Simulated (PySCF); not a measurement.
How methods differ on the ionisation energy of Ni⁺

Ni⁺ [Ar] 3d9 (2D) → Ni²⁺ [Ar] 3d8 (3F), as a difference of total energies. Calculation: PySCF 2.14, in 6-31G* (5s4p2d1f, 34 functions); the non-relativistic Hamiltonian (point nucleus). Correlated levels: valence: [Ar] frozen. The calculations carry no spin-orbit coupling.

| method | ionisation energy (eV) |
| --- | --- |
| UHF | 13.252 |
| BP86 | 16.123 |
| PBE | 15.929 |
| MP2 (valence) | 15.204 |
| SCS-MP2 (valence) | 15.015 |

Question: How much does correlation contribute at MP2 (valence)?

Answer: 15.204 − (13.252) = 1.952 eV, measured against UHF.

These non-relativistic numbers lack the scalar-relativistic shift.

The reference lies between the lowest fine-structure levels, while these numbers refer to the centres of the terms.

Errors of the correlated levels include the incompleteness of this basis and the frozen core.

For comparison: 18.169 eV (measured; NIST Atomic Spectra Database, ionization energies).
